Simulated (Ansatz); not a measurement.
CH2N, charge +1, singlet, at a GFN2-xTB geometry; PBE/6-311G** in Ansatz (a program for electronic structure).

The Ansatz input:
Ansatz 0.2 input:
```yaml
crystal:
  periodic: [false, false, false]
  atoms:
    - {symbol: C, position_ang: [-0.00000000, -0.00000000, -0.60033820]}
    - {symbol: N, position_ang: [0.00000000, 0.00000000, 0.53266727]}
    - {symbol: H, position_ang: [-0.00000000, -0.00000000, -1.67488159]}
    - {symbol: H, position_ang: [0.00000000, 0.00000000, 1.54823991]}
basis:
  gaussian:
    orbitals: 6-311G__.json
hamiltonian:
  xc: pbe
total_charge: 1
accuracy: high
```
The basis file holds 6-311G** in the JSON format of the Basis Set Exchange.

What does Ansatz print? Leave out banner, timings and long lists.


```
Functional definition: PBE
781 factors; integrals over basis functions are off by at most 3.4e-9 eV
mean field evaluation 1: about -2536.2683 eV, gradient 7.9e1 eV
mean field evaluation 2: about -2504.4837 eV, gradient 1.3e2 eV
mean field evaluation 4: about -2547.2588 eV, gradient 8.1e0 eV
mean field evaluation 8: about -2547.3976 eV, gradient 3.5e-2 eV
mean field evaluation 16: about -2547.3976 eV, gradient 1.9e-8 eV
mean field -2547.39764531 eV, -93.6151367769 hartree, gradient 1.8e-8 eV, S^2 0.000000; 0 other end points of the search recorded, 0 dependent functions left out
reference -2547.39764720 eV, -93.6151368465 hartree; 7, 7 occupied and 41, 41 virtual orbitals, 781 factors
Total energy: -2547.39764720 eV, -93.6151368465 hartree
```
